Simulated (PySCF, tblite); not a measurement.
C7H13NSi2.
Numbering: `[CH:1]#[C:2][Si@@:3]([NH2:4])([CH2:5][CH3:6])[SiH2:7][C:8]#[C:9][CH3:10]` (hydrogens: H11 on C1; H12, H13 on N4; H14, H15 on C5; H16, H17, H18 on C6; H19, H20 on Si7; H21, H22, H23 on C10)

Geometry (GFN2-xTB, Å), atoms numbered from 1 in this order:
```xyz
23
C7H13NSi2 angstrom
C     -1.4214    2.6662   -0.4129
C     -1.1824    1.4948   -0.2778
Si    -0.7929   -0.3201   -0.0555
N     -0.3703   -0.7193    1.5758
C     -2.4410   -1.2164   -0.4166
C     -3.5939   -0.7452    0.4598
Si     0.9737   -0.9669   -1.3965
C      2.5047   -0.1150   -0.8159
C      3.4864    0.4569   -0.4122
C      4.6692    1.1408    0.0653
H     -1.6343    3.6900   -0.5365
H     -1.0553   -0.6167    2.3082
H      0.5369   -0.4502    1.9205
H     -2.7097   -1.0592   -1.4629
H     -2.3107   -2.2922   -0.2874
H     -3.7421    0.3273    0.3490
H     -4.5219   -1.2498    0.1918
H     -3.3895   -0.9533    1.5081
H      1.2716   -2.4083   -1.3660
H      0.7961   -0.5920   -2.8085
H      4.8393    2.0417   -0.5243
H      4.5427    1.4232    1.1108
H      5.5399    0.4907   -0.0233
```

Computed with PBE0/pcSseg-1 in PySCF (dipole) on a GFN2-xTB geometry, gas phase.

Take the most abundant isotopes and a rigid rotor. The values belong to one conformer with, in the numbering `[CH:1]#[C:2][Si@@:3]([NH2:4])([CH2:5][CH3:6])[SiH2:7][C:8]#[C:9][CH3:10]`, C2–Si3–N4–H 64° and -74°, C2–Si3–C5–C6 -56°, C2–Si3–Si7–C8 66°.

Problem. Give the principal moments of inertia and the rotational constants in cm⁻¹.

Solution. Ia = 331.07, Ib = 1066.01, Ic = 1171.18 u·Å²; 505379 MHz·u·Å²/I gives 1527, 474.1 and 431.5 MHz, that is A = 0.05092, B = 0.01581, C = 0.01439 cm⁻¹.

Problem. What kind of rotor is it?

Solution. A near-prolate asymmetric top: κ = (2 × 474.1 − 1527 − 431.5)/(1527 − 431.5) = -0.92.

Problem. Is it planar, by Δ = Ic − Ia − Ib?

Solution. Not planar: Δ = Ic − Ia − Ib = -225.89 u·Å². For a rigid frame Δ = −2 Σ m c², so Σ m c² = 112.95 u·Å² lies off the ab plane: 25.43 from hydrogen and 87.52 from heavier atoms. The atom farthest from that plane is 2.46 Å away.

Problem. Where do the levels up to J = 4 lie, in cm⁻¹?

Solution. Above 0(0,0):
J = 1: 1(0,1) 0.0302, 1(1,1) 0.0653, 1(1,0) 0.0667
J = 2: 2(0,2) 0.0906, 2(1,2) 0.1243, 2(1,1) 0.1286, 2(2,1) 0.2339, 2(2,0) 0.2339
J = 3: 3(0,3) 0.1810, 3(1,3) 0.2128, 3(1,2) 0.2213, 3(2,2) 0.3245, 3(2,1) 0.3247, 3(3,1) 0.5036, 3(3,0) 0.5036
J = 4: 4(0,4) 0.3014, 4(1,4) 0.3307, 4(1,3) 0.3449, 4(2,3) 0.4453, 4(2,2) 0.4459, 4(3,2) 0.6245, 4(3,1) 0.6245, 4(4,1) 0.8751, 4(4,0) 0.8751

Problem. Which types of transition are allowed, and where do some lines up to J = 4 fall?

Solution. The dipole components are |μa| = 0.51 D, |μb| = 1.27 D, |μc| = 1.29 D. Intensities carry the squares of the components, which stand as 0.15 : 0.97 : 1.00 (a : b : c). Some lines, for components of 0.1 D or more:

```
type  branch         J(Ka,Kc)   MHz  lower level (cm⁻¹)
   b       Q  3(1,2) ← 3(0,3)  1207               0.181
   c       Q  4(2,3) ← 4(1,3)  3011               0.345
   b       Q  4(2,2) ← 4(1,3)  3030               0.345
   a       R  4(0,4) ← 3(0,3)  3610               0.181
   a       R  4(2,3) ← 3(2,2)  3621               0.325
   a       R  4(3,2) ← 3(3,1)  3625               0.504
   b       R  3(1,3) ← 2(0,2)  3663               0.091
   b       R  4(2,2) ← 3(1,3)  6990               0.213
   b       Q  4(4,0) ← 4(3,1)  7514               0.625
   b       Q  4(4,1) ← 4(3,2)  7514               0.625
   b       R  4(3,1) ← 3(2,2)  8994               0.325
```

Problem. Estimate the classical rotational partition function at 10 K, 100 K and 298.15 K.

Solution. Point group C1, symmetry number σ = 1; q = (√π/σ)·√((kT/h)³/(ABC)), k/h = 20836.6 MHz/K: 9540 at 10 K, 302000 at 100 K, 1550000 at 298.15 K.

Its lowest GFN2-xTB frequency is 4 cm⁻¹, too small to tell a flat minimum from a shallow saddle. These are rigid-rotor constants of the computed structure; measured ground-state constants (B0) also hold zero-point vibration. A rigid rotor knows nothing of inversion at nitrogen or internal rotation, which can split or shift real lines. Quadrupole hyperfine structure (14N) is left out.
